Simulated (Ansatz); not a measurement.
`O[SiH][Si](O)(F)F`• → 2 F• + 3 H• + 2 O• + 2 Si•  (atomization)

Isolated molecules relaxed with PBE0-D4/def2-TZVP in Ansatz; ΔE leaves out vibrations. CBS: MP2 limit from def2 TZ/QZ plus the TZ coupled-cluster correction, frozen cores. This one scheme is used for every species, atoms too. Functionals use def2-TZVPP. Open shells (•) are unrestricted, without spin–orbit coupling. Spin–orbit coupling would lower the free atoms: a little for F, O, Si. One conformer a species, not always the lowest.

(1) What is ΔE at CCSD(T)/CBS? (An estimate is asked.)

(2) What do these levels give: PBE, r2SCAN, SCS-MP2/def2-TZVPP, SCS-MP2/def2-QZVPP, HF/CBS(def2), MP2/CBS(def2)? (Best estimate.)

Largest T1 diagnostic among the species: 0.014.

## Answers

(1) The calculation gave: +845.7 kcal/mol.

(2) Computed: PBE 847.7, r2SCAN 843.8, SCS-MP2/def2-TZVPP 832.8, SCS-MP2/def2-QZVPP 852.5, HF/CBS(def2) 604.4, MP2/CBS(def2) 877.0 kcal/mol.

From PBE to PBE0 (25 % exact exchange), in def2-TZVPP and without D4, ΔE moves by −22.8 kcal/mol: exact exchange takes away binding that semilocal exchange gives to molecules. In def2-TZVPP, CCSD(T) changes the Hartree–Fock value by +215.6 kcal/mol (the triples alone add +13.9 kcal/mol) and MP2 by +246.8 kcal/mol; breaking electron pairs costs correlation energy, which Hartree–Fock lacks. The D4 term adds +8.5 kcal/mol with B3LYP and +4.4 kcal/mol with PBE0; it sums over pairs of atoms, weighted by their polarisabilities, and B3LYP, whose exchange is more repulsive, gets the larger term.

B3LYP here is the variant with VWN-RPA as its local correlation; programs differ in this.

For atomizations the MP2-based limit and the directly extrapolated one differ by several kJ/mol either way, and by 10 to 25 for some Ge, Se and Sn compounds, so smaller differences from it don't rank the levels.
